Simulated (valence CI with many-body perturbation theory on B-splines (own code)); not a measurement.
Pm48+: calculated level list

Level of theory: configuration interaction combined with many-body perturbation theory (CI+MBPT): three valence electrons over a frozen Dirac-Fock core [Ne], a basis of 11 s, 11 p, 9 d, 7 f, 5 g, 2 h, 1 i functions for each j, with the one-electron correlation potential Σ1, the two-electron term Σ2, the three-electron term Σ3, Breit, model QED; selected CI, second order for the rest (own B-spline code, finite nucleus).

No measured spectrum was set against this ion. As an estimate, large intervals hold to a few tenths of a per cent, small ones and those within an open d or f shell to about a per cent.

Levels 46 to 68 of 68, with energies above the lowest level, (3s^2 3p1/2) J=1/2. "Leading %" is the weight of the configuration and term that name the level; weights of strongly mixed levels are sums over their largest components and can fall short. In the jj column 3d3/2^4 stands for four electrons in 3d with j = 3/2.

| No. | Configuration | Term | J | E (Ry) | Leading % | Leading jj | Second component | g |
| --- | --- | --- | --- | --- | --- | --- | --- | --- |
| 46 | 3p3 | 2P° | 3/2 | 52.456 | 48 | 3p3/2^3 (91 %) | 28 % 3p3 2D° | 1.259 |
| 47 | 3p2 3d | 2D | 3/2 | 53.095 | 39 | 3p1/2 3p3/2 3d3/2 (86 %) | 24 % 3p2 3d 2P | 1.109 |
| 48 | 3p2 3d | 2D | 5/2 | 53.158 | 27 | 3p1/2 3p3/2 3d3/2 (77 %) | 25 % 3p2 3d 4P | 1.192 |
| 49 | 3p2 3d | 4P | 1/2 | 53.390 | 35 | 3p1/2 3p3/2 3d3/2 (88 %) | 30 % 3p2 3d 2P | 1.708 |
| 50 | 3p2 3d | 4D | 7/2 | 53.716 | 46 | 3p1/2 3p3/2 3d5/2 (98 %) | 36 % 3p2 3d 4F | 1.296 |
| 51 | 3p2 3d | 2G | 9/2 | 54.225 | 57 | 3p1/2 3p3/2 3d5/2 (93 %) | 36 % 3p2 3d 4F | 1.184 |
| 52 | 3p2 3d | 2P | 3/2 | 54.403 | 49 | 3p1/2 3p3/2 3d5/2 (91 %) | 26 % 3p2 3d 4P | 1.376 |
| 53 | 3p2 3d | 2D | 5/2 | 54.615 | 39 | 3p1/2 3p3/2 3d5/2 (87 %) | 24 % 3p2 3d 4D | 1.145 |
| 54 | 3s 3d2 | 4F | 3/2 | 55.073 | 82 | 3s 3d3/2^2 (86 %) | 11 % 3s 3d2 2D | 0.494 |
| 55 | 3p2 3d | 2F | 7/2 | 55.365 | 47 | 3p1/2 3p3/2 3d5/2 (79 %) | 23 % 3p2 3d 2G | 1.093 |
| 56 | 3p2 3d | 4P | 5/2 | 55.642 | 30 | 3p1/2 3p3/2 3d5/2 (76 %) | 24 % 3p2 3d 2D | 1.180 |
| 57 | 3s 3d2 | 4F | 5/2 | 55.745 | 56 | 3s 3d3/2^2 (58 %) | 14 % 3s 3d2 2D | 1.077 |
| 58 | 3p2 3d | 2P | 1/2 | 56.154 | 50 | 3p1/2 3p3/2 3d5/2 (86 %) | 32 % 3p2 3d 2S | 1.216 |
| 59 | 3p2 3d | 2D | 3/2 | 56.327 | 61 | 3p1/2 3p3/2 3d5/2 (89 %) | 11 % 3p2 3d 2P | 0.911 |
| 60 | 3s 3d2 | 4P | 1/2 | 56.823 | 73 | 3s 3d3/2^2 (78 %) | 14 % 3s 3d2 2S | 2.428 |
| 61 | 3s 3d2 | 4F | 7/2 | 57.391 | 92 | 3s 3d3/2 3d5/2 (87 %) |  | 1.220 |
| 62 | 3s 3d2 | 4P | 5/2 | 57.810 | 33 | 3s 3d3/2 3d5/2 (86 %) | 28 % 3s 3d2 4F | 1.250 |
| 63 | 3s 3d2 | 4P | 3/2 | 58.067 | 87 | 3s 3d3/2 3d5/2 (98 %) | 8 % 3s 3d2 2D | 1.597 |
| 64 | 3s 3d2 | 4F | 9/2 | 58.238 | 60 | 3s 3d3/2 3d5/2 (78 %) | 36 % 3s 3d2 2G | 1.243 |
| 65 | 3s 3d2 | 2G | 7/2 | 58.852 | 69 | 3s 3d3/2 3d5/2 (91 %) | 22 % 3s 3d2 2F | 0.970 |
| 66 | 3s 3d2 | 2F | 5/2 | 58.872 | 49 | 3s 3d3/2 3d5/2 (77 %) | 33 % 3s 3d2 4P | 1.142 |
| 67 | 3s 3d2 | 2D | 3/2 | 58.968 | 46 | 3s 3d3/2 3d5/2 (74 %) | 24 % 3s 3d2 2P | 1.056 |
| 68 | 3s 3d2 | 2P | 1/2 | 59.545 | 56 | 3s 3d3/2 3d5/2 (67 %) | 13 % 3s 3d2 4P | 1.154 |

Where two levels of one J and parity lie close, their mixing, g and order are uncertain.
